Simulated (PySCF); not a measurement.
SCF from a fresh guess for singlet HAuO, at the PBE0 minimum. PySCF input:

```python
from pyscf import gto, scf, dft
mol = gto.M(atom='''
Au     0.108710     0.000000    -0.078940
O     -1.422940     0.000000     0.877420
H      1.423220     0.000000     0.733380''',
    basis={'Au': 'def2-TZVP', 'O': 'def2-TZVP', 'H': 'def2-TZVP'},
    ecp={'Au': 'def2-TZVP'},
    charge=0, spin=0)
mf = dft.RKS(mol, xc='PBE')
mf.grids.atom_grid = (50, 194)
aux = {'Au': 'def2-universal-JKFIT', 'O': 'def2-universal-JKFIT', 'H': 'def2-universal-JKFIT'}
mf = mf.density_fit(auxbasis=aux)
mf.conv_tol = 1e-08
mf.diis_space = 10
mf.max_cycle = 60
mf.init_guess = 'minao'
mf.verbose = 4
mf.kernel()
```

Excerpt of the output (cycles and frontier levels):

```
init E= -196.653687132508
  HOMO = -0.719191417933407  LUMO = -0.687557525679281  gap/eV = 0.86080
cycle= 1 E= -210.545282317489  delta_E= -13.9  |g|= 2.11  |ddm|=  8.3
  HOMO = 0.0596478040150217  LUMO = 0.0976829678023208  gap/eV = 1.03499
cycle= 2 E= -199.122017593336  delta_E= 11.4  |g|= 5.76  |ddm|= 9.15
  HOMO = -0.244691721733817  LUMO = -0.237094114610293  gap/eV = 0.20674
cycle= 3 E= -210.295954793907  delta_E= -11.2  |g|= 1.97  |ddm|= 8.76
  HOMO = -0.408012676693999  LUMO = -0.291197740940422  gap/eV = 3.17870
cycle= 4 E= -210.507021318816  delta_E= -0.211  |g|=    2  |ddm|=  3.2
  HOMO = -0.279385206623438  LUMO = -0.220368938579124  gap/eV = 1.60591
cycle= 5 E= -211.402941329306  delta_E= -0.896  |g|= 0.299  |ddm|= 1.31
  HOMO = -0.200069287661417  LUMO = -0.190716999466084  gap/eV = 0.25449
cycle= 6 E= -211.383152382737  delta_E= 0.0198  |g|= 0.448  |ddm|= 0.685
  HOMO = -0.216171055731533  LUMO = -0.201030074324153  gap/eV = 0.41201
cycle= 7 E= -211.427365014117  delta_E= -0.0442  |g|= 0.069  |ddm|= 0.347
  HOMO = -0.220309498734821  LUMO = -0.201247240095022  gap/eV = 0.51871
cycle= 8 E= -211.428316787503  delta_E= -0.000952  |g|= 0.0302  |ddm|= 0.0637
  HOMO = -0.220934091620379  LUMO = -0.202148748072307  gap/eV = 0.51118
cycle= 9 E= -211.42845457181  delta_E= -0.000138  |g|= 0.0127  |ddm|= 0.0317
  HOMO = -0.221296130837946  LUMO = -0.202233479800856  gap/eV = 0.51872
cycle= 10 E= -211.42849769963  delta_E= -4.31e-05  |g|= 0.00159  |ddm|= 0.0137
  HOMO = -0.221206726709443  LUMO = -0.202167985484486  gap/eV = 0.51807
cycle= 11 E= -211.428497976392  delta_E= -2.77e-07  |g|= 0.000969  |ddm|= 0.00232
  HOMO = -0.221273030411147  LUMO = -0.202207941535821  gap/eV = 0.51879
cycle= 12 E= -211.428498189139  delta_E= -2.13e-07  |g|= 0.000148  |ddm|= 0.000836
  HOMO = -0.221263577358538  LUMO = -0.202201638131438  gap/eV = 0.51870
cycle= 13 E= -211.42849819413  delta_E= -4.99e-09  |g|= 1.2e-05  |ddm|= 0.000145
  HOMO = -0.221262193073279  LUMO = -0.20219994807643  gap/eV = 0.51871
Extra cycle  E= -211.428498194103  delta_E= 2.66e-11  |g|= 1.64e-05  |ddm|= 2.64e-05
converged SCF energy = -211.428498194103
```

No lower solution of this spin was found by a stability analysis within the restricted form, which does not test spin polarisation.

At the minimum of this search the closed-shell solution is unstable towards spin polarisation, so a lower open-shell solution exists. No spin–orbit coupling is included, which matters more the heavier the element.

The search for the lowest solution, with the stability check, took 3.2 s on 2 threads of a shared Arm Neoverse V1 host, with 77 basis functions; the process peaked at 0.26 GiB.
